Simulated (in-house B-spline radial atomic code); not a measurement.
A run on an ion of nuclear charge 43 with 43.8 electrons that did not converge. Method: scalar-relativistic (X2C) PBE, spin-polarised, spherical fractional occupations, Fermi nucleus of rms radius 4.41117 fm; computed with an all-electron radial atomic-structure program (B-spline basis).

Command:
```bash
python run_scf.py task.json out
```
Settings (nuclear radius in fm, mass in u):
```
Z                43
configuration    [Kr] 4d5.8 5s2
hamiltonian      x2c
method           pbe,pbe
spin_polarised   True
nucleus          fermi
rms_radius       4.41117
atomic_mass      96.90636
speed_of_light   137.035999084
```

First and last ten iterations of the last attempt (damped for 15 steps, keeping 80 % of the old Fock matrix, then DIIS):
```
 iter        energy (Eh)    residual
    1       -4278.142767    4.27e-01
    2       -4279.636980    3.31e-01
    3       -4282.231903    2.18e-01
    4       -4283.617722    1.45e-01
    5       -4284.330864    9.59e-02
    6       -4284.682285    6.58e-02
    7       -4284.847495    4.63e-02
    8       -4284.921916    3.16e-02
    9       -4284.954716    2.11e-02
   10       -4284.969442    1.45e-02
  111       -4284.543752    7.60e-02
  112       -4284.927412    2.34e-02
  113       -4284.963015    1.38e-02
  114       -4284.875339    2.51e-02
  115       -4284.982327    4.05e-03
  116       -4284.891145    2.15e-02
  117       -4284.981553    4.98e-03
  118       -4284.983123    3.47e-03
  119       -4284.883740    2.26e-02
  120       -4284.882460    2.27e-02
 not converged after 120 iterations
```

The smallest residual met was 2.8e-03; the threshold is about 4e-07. No energy from this run should be used. The likely cause: this method binds the added charge weakly or not at all at the basis-set limit, so charge moves back and forth between the atom and the box. Run time, properties included: 2.5 s on 1 thread of x86-64 server CPU, with other jobs on the host.
